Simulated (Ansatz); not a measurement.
Ansatz results at the PBE0-D4/def2-TZVP geometry: HOMO energy (PBE/def2-TZVPP) -6.04 eV; size of the dipole moment (PBE/def2-TZVPP) 1.19 D; HOMO energy (ωB97M-V/def2-TZVPP) -9.76 eV.

Each molecule was computed in one conformer, which needn't be the lowest.

(1) Which molecule gave them?
A. `CBOCO`
B. `FC[SiH2][SiH2]F`
C. `C/C(O)=N\[SiH3]`
D. `C=NCO[SiH3]`

## Answers

(1) C. The others give `C=NCO[SiH3]`: -6.19, 0.82, -10.08; `FC[SiH2][SiH2]F`: -7.03, 1.58, -10.35; `CBOCO`: -6.95, 1.14, -10.83.
